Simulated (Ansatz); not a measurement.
`[CH3][GeH2][SiH2]Cl` + `[NH2][AlH][SiH2]S` → `[NH2][AlH][SiH2][SiH2]Cl` + `[CH3][GeH2][SH]`  (redistribution)

Calculated with Ansatz (gas phase, PBE0-D4/def2-TZVP geometries, no zero-point term in ΔE). CCSD(T)/CBS is the MP2 limit (def2-TZVPP, def2-QZVPP) plus CCSD(T) − MP2 in def2-TZVPP, frozen cores. For Ge outer-core shells are correlated without core-valence functions, which leaves a few kJ/mol of doubt a bond. Scalar relativity is left out up to krypton. Each species was taken in one conformer, which may not be the lowest.

| level | ΔE (eV) |
| --- | --- |
| HF/def2-TZVPP | 0.05 |
| MP2/def2-TZVPP | 0.04 |
| SCS-MP2/def2-TZVPP | 0.05 |
| CCSD(T)/def2-TZVPP | 0.02 |
| HF/def2-QZVPP | 0.06 |
| MP2/def2-QZVPP | 0.06 |
| SCS-MP2/def2-QZVPP | 0.06 |
| CCSD/CBS(def2) | 0.06 |

**Question.** What does CCSD(T)/CBS give? (Best estimate.)

**Answer.** The calculation gave: +0.05 eV. The listed levels differ from it by 0.00, -0.01, 0.00, -0.03, 0.01, 0.01, 0.01, 0.01 eV.

Largest T1 diagnostic among the species: 0.013.

The D4 term adds −0.04 eV with B3LYP and −0.02 eV with PBE0; it sums over pairs of atoms, weighted by their polarisabilities, and B3LYP, whose exchange is more repulsive, gets the larger term.

B3LYP here is the variant with VWN-RPA as its local correlation; programs differ in this.
